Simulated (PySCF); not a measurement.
# Stretching BiS

Set-up: Bi cc-pVTZ-PP with ECP60, S cc-pV(T+d)Z; scalar-relativistic core potentials (PySCF 2.14). Energies in eV from Bi + S in their ground configurations at the same level. State: ²Π (doublet), unpaired electrons π ↑.

All columns are PBE0. A positive dipole means Bi(−)S(+).

| R (Å) | E (eV) | μ (D) | Mulliken charge on Bi (basis-dependent) | HOMO (eV) | LUMO (eV) | Mayer bond order | ⟨S²⟩ |
| --- | --- | --- | --- | --- | --- | --- | --- |
| 1.981 | -1.490 | -1.79 | 0.20 | -4.72 | -2.98 | 2.33 | 0.75 |
| 2.074 | -2.440 | -2.22 | 0.26 | -4.92 | -3.18 | 2.28 | 0.75 |
| 2.166 | -2.951 | -2.62 | 0.31 | -5.10 | -3.38 | 2.24 | 0.76 |
| 2.235 | -3.125 | -2.91 | 0.34 | -5.24 | -3.52 | 2.22 | 0.76 |
| 2.304 | -3.168 | -3.18 | 0.36 | -5.37 | -3.66 | 2.19 | 0.76 |
| 2.373 | -3.111 | -3.42 | 0.38 | -5.49 | -3.79 | 2.16 | 0.78 |
| 2.465 | -2.934 | -3.60 | 0.38 | -5.64 | -3.89 | 2.03 | 0.90 |
| 2.580 | -2.645 | -3.58 | 0.36 | -5.80 | -3.88 | 1.74 | 1.17 |
| 2.719 | -2.275 | -3.56 | 0.34 | -5.95 | -3.79 | 1.44 | 1.42 |
| 2.903 | -1.793 | -3.67 | 0.31 | -6.10 | -3.66 | 1.16 | 1.63 |

A fit through these points gives, at Re = 2.295 Å, μ = -3.15 D and dμ/dR = -3.87 D/Å; the reduced mass is 27.73 u.

Problem. How strong is the fundamental in the double-harmonic approximation, I = 42.26·(dμ/dR)²/μred km/mol?

Solution. I = 42.26·(-3.87)²/27.73 = 22.8 km/mol at PBE0.

⟨S²⟩ of the unrestricted solution departs from its pure value on part of the curve, where spin states mix. These are scalar-relativistic numbers at best; spin–orbit coupling would shift them, the dissociation energy most. The state was picked by a PBE0 search and need not be the measured ground state.
